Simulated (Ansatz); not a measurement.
A calculation with Ansatz (development build ahead of 0.2.0).

```yaml
crystal:
  periodic: [false, false, false]
  atoms:
    - { symbol: Li, position_ang: [1.01633, 0.0, 0.0] }
    - { symbol: Li, position_ang: [-1.01633, 0.0, 0.0] }
    - { symbol: F, position_ang: [0.0, 1.18913, 0.0] }
    - { symbol: F, position_ang: [0.0, -1.18913, 0.0] }
basis:
  gaussian: { orbitals: cc-pVDZ }
hamiltonian:
  xc: hf
correlation:
  method: mp2
  frozen_orbitals: { F: 1, Li: 0 }
```

The input is written out in the form of the current development build from the run's settings.

Output:

```yaml
Converged: yes
Reference_energy: -213.97579 hartree
Correlation_energy: -0.41022 hartree
Total_energy: -214.38600 hartree
Spin_squared_of_the_determinant: 0.000
```

Caution: no unrestricted run beside it, a lower state can exist.
